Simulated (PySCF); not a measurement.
Species: C2H6FSi, net charge 0, doublet state. It need not be the lowest isomer of its formula. 
Geometry from a B3LYP-D3(BJ)/def2-TZVP (Ansatz) optimisation:
```xyz
10

C      1.5969     0.7121    -0.0749
Si    -0.0095    -0.2086    -0.3757
C     -1.5073     0.8845    -0.0919
F     -0.0823    -1.4125     0.7083
H      2.4615     0.0615    -0.2096
H      1.6149     1.1006     0.9484
H      1.6898     1.5533    -0.7647
H     -1.4934     1.2732     0.9314
H     -1.4990     1.7304    -0.7822
H     -2.4371     0.3335    -0.2363
```
Charge 0, spin multiplicity 2.

Dispersion corrections to the total energy (kcal/mol) from the dftd3 and dftd4 libraries through PySCF: D3(BJ) without and D4 with the three-body term, each with the damping fitted for the functional named.

```
functional  D3(BJ)     D4
----------  ------  -----
B3LYP            ?  -6.55
HSE06        -2.81  -3.15
BLYP         -9.25  -9.04
PBE              ?  -4.06
CAM-B3LYP    -3.36  -3.42
TPSS         -5.40  -5.48
PBE0             ?  -3.40
```

Complete the blanks.


- B3LYP, D3(BJ): -7.58
- PBE, D3(BJ): -4.27
- PBE0, D3(BJ): -3.70
